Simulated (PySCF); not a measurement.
Species: [RuNMe4]-, C₄H₁₂NRu (charge -1 and singlet state).
Bonds: Ru1–N2, Ru1–C3, Ru1–C7, Ru1–C11, Ru1–C15. Hydrogens: H4, H5, H6 on C3; H8, H9, H10 on C7; H12, H13, H14 on C11; H16, H17, H18 on C15.

Method: PySCF, PBE0-D3(BJ)/def2-SVP geometry optimisation, gas phase, def2 core potentials past Kr; density fitting, grid level 1; the optimiser is geomeTRIC in internal coordinates, started from a GFN2-xTB structure with every atom displaced at random (about 0.03 Å).

Step 0: E = -8403.9095 eV
```
atom  x, y, z in Å  |  force x, y, z in eV/Å
Ru1     0.0631   -0.0772    0.6094   -3.019   2.287   2.783
N2     -0.0087   -0.0128    2.2331    0.520  -0.431  -2.370
C3      1.9641   -0.0143   -0.0944    3.376   0.995   0.566
H4      2.7248    0.8363    0.2999   -1.901  -1.195  -0.777
H5      2.0139    0.0649   -1.2009   -0.201   0.045   0.067
H6      2.5772   -0.9046    0.1584   -0.241  -0.296  -0.176
C7      0.0357    2.0213   -0.0533   -0.897  -0.054   0.069
H8     -0.0187    2.0514   -1.1711    0.014  -0.018   0.438
H9      0.9082    2.6066    0.2591    0.459  -0.138  -0.032
H10    -0.8454    2.6159    0.3459    0.487  -0.765  -0.406
C11    -2.0521   -0.0015   -0.0273    1.075  -0.152  -0.746
H12    -2.5723    0.9176    0.2157   -0.039   0.733   0.303
H13    -2.7064   -0.8052    0.2897   -0.117  -0.763   0.463
H14    -2.0797   -0.0623   -1.1346    0.200   0.043  -0.017
C15    -0.0210   -2.0606   -0.0518    0.956   1.191  -0.220
H16    -0.9155   -2.5488    0.2293   -1.394  -0.787   0.440
H17     0.8439   -2.5905    0.3086    0.695  -0.640   0.219
H18     0.0326   -2.0193   -1.1378    0.026  -0.053  -0.605
```

**Question.** Estimate the geometry and energy of step 1. (The exact step hangs on the optimiser's Hessian estimate; all steps are aligned on step 0, rigid shifts and turns removed.)

**Answer.** E = -8404.4788 eV, largest force 1.047 eV/Å
```
atom  x, y, z in Å  |  force x, y, z in eV/Å
Ru1     0.0049   -0.0168    0.6295   -0.001  -0.172  -0.475
N2      0.0043   -0.0392    2.2026    0.074   0.035   1.044
C3      1.9938    0.0047   -0.0632    0.825  -0.188  -0.094
H4      2.6277    0.8376    0.3050   -0.316   0.123   0.037
H5      2.0217    0.0977   -1.1671   -0.152  -0.031  -0.009
H6      2.5854   -0.9067    0.1744   -0.280  -0.037  -0.067
C7     -0.0131    1.9602   -0.0697    0.095   0.372   0.112
H8     -0.0605    1.9500   -1.1739    0.024  -0.003  -0.015
H9      0.8878    2.5262    0.2276    0.034  -0.027  -0.114
H10    -0.8935    2.5190    0.2926   -0.036  -0.008  -0.065
C11    -1.9837    0.0397   -0.0137   -0.395  -0.094  -0.322
H12    -2.4912    0.9836    0.2524   -0.032  -0.030   0.001
H13    -2.6020   -0.8073    0.3381    0.082   0.021   0.018
H14    -1.9796   -0.0192   -1.1217   -0.002   0.017   0.068
C15    -0.0410   -2.0186   -0.0654    0.180   0.258  -0.067
H16    -0.9715   -2.5378    0.2116   -0.013  -0.092  -0.020
H17     0.8370   -2.5859    0.2874   -0.059  -0.070  -0.022
H18     0.0170   -1.9704   -1.1687   -0.028  -0.075  -0.010
```

The energy changes by -0.5693 eV. The first-order estimate −F·Δx gives -1.1407 eV and the mean of the old and new forces, exact on a quadratic surface, -0.5451 eV. The step makes an angle of 64° with the force vector and moves no atom by more than 0.121 Å.

The cost below is that of the whole optimisation. The run took 92 s on Arm Neoverse V2, one thread, no GPU, on a shared host, and the process peaked at 0.66 GiB of memory.
